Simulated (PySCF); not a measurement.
From one molecule to another.

First species: C₅H₈Cl₂OSi.
SMILES: `ClC1CCC=1[Si@@H](OC)Cl`

Second species: C4H12N2SSi.
Atom-mapped SMILES: `[CH3:1]/[N:2]=[CH:3]\[CH2:4][N:5]([CH3:6])[SiH2:7][SH:8]` (hydrogens: H9, H10, H11 on C1; H12 on C3; H13, H14 on C4; H15, H16, H17 on C6; H18, H19 on Si7; H20 on S8)

Levels: PBE0/pcSseg-1 for dipole moment, HOMO energy, LUMO energy and HOMO–LUMO gap; GFN2-xTB for rotational constant A and rotational constant C. Geometries: GFN2-xTB. All species are isolated and taken at one optimised geometry, non-relativistic unless stated; the electronic structure was computed with PySCF and density fitting.

The conformers computed, where there is a choice (atom-mapped SMILES and torsion angles):
- `[CH3:1][O:2][Si@@H:3]([Cl:4])[C:5]1=[C:6]([Cl:7])[CH2:8][CH2:9]1`: C1–O2–Si3–Cl4 -173°, O2–Si3–C5–C6 66°
- `[CH3:1]/[N:2]=[CH:3]\[CH2:4][N:5]([CH3:6])[SiH2:7][SH:8]`: N2–C3–C4–N5 160°, C3–C4–N5–C6 -72°, C4–N5–Si7–S8 -166°, H–S8–Si7–N5 57°

Values for the first species:

```
Dipole moment         : 2.15 D
HOMO energy           : -7.42 eV
LUMO energy           : -0.78 eV
HOMO–LUMO gap         : 6.64 eV
Rotational constant A : 1.376 GHz
Rotational constant C : 0.497 GHz
```

Q: Estimate the same properties for the second species, and the change in each.

A: 
```csv
property,first,second,second less first
dipole moment,2.15 D,1.90 D,-0.25 D
HOMO energy,-7.42 eV,-6.51 eV,+0.91 eV
LUMO energy,-0.78 eV,-0.13 eV,+0.65 eV
HOMO–LUMO gap,6.64 eV,6.38 eV,-0.26 eV
rotational constant A,1.376 GHz,4.086 GHz,+2.710 GHz
rotational constant C,0.497 GHz,0.511 GHz,+0.014 GHz
```

On the first: The dipole matches unit charges of opposite sign 0.45 Å apart (1 e·Å = 4.8032 D).

On the second: The dipole matches unit charges of opposite sign 0.40 Å apart (1 e·Å = 4.8032 D). A dipole of 1.90 D is allowed in C1, and pure rotational transitions are dipole-allowed.
